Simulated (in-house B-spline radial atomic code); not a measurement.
Configurations of neutral rubidium, with energies counted from [Kr] 5s1. Level of theory: scalar-relativistic (X2C) Hartree-Fock, spin-polarised, averaged over the determinants with the given up and down occupations, Fermi nucleus of rms radius 4.2036 fm; calculated with a B-spline radial code for spherical atoms. Shells without spins written out take the highest spin.

Occupations are held fixed; configurations that lie above the ionisation limit could autoionise.

```
                     configuration  E - E(ref) (eV)  highest orbital  its <r> (bohr)
                          [Kr] 4d1           2.1761            4d up           9.017
         [Ar] 3d10 4s2 4p5 5s1 5f1           19.673            5f up           31.11
[Ar] 3d10 4s(1 up, 0 down) 4p6 5s2           36.043          5s down            4.83
          [Ar] 3d9 4s2 4p6 5s1 6s1           114.55            6s up           11.08
          [Ar] 3d9 4s2 4p6 5s1 6f1           116.09            6f up           47.55
 [Ne] 3s2 3p5 3d10 4s2 4p6 4f1 5s1           250.34            4f up           17.78
```

Task: Order these further configurations by energy, lowest first.
A. [Ne] 3s2 3p5 3d10 4s2 4p6 5s1 5d1
B. [Ar] 3d10 4s(0 up, 1 down) 4p6 5s(0 up, 1 down) 6d(1 up, 0 down)
C. [Ar] 3d10 4s1 4p6 4f1 5s1
D. [Ar] 3d10 4s2 4p(3 up, 2 down) 4f(1 up, 0 down) 5s(1 up, 0 down)
E. [Kr] 6f1

Result: E (3.4248 eV), D (19.366 eV), C (39.622 eV), B (39.791 eV), A (249.97 eV).

Task: How far above the reference does [Ar] 3d10 4s2 4p(2 up, 3 down) 5s(0 up, 1 down) 5d(0 up, 1 down) lie?

Result: 19.013 eV; its least bound orbital is 5d down with <r> = 14.02 bohr.

Task: How far above the reference does [Ar] 3d10 4s2 4p5 5s1 6p1 lie?

Result: 18.845 eV; its least bound orbital is 6p up with <r> = 14.41 bohr.
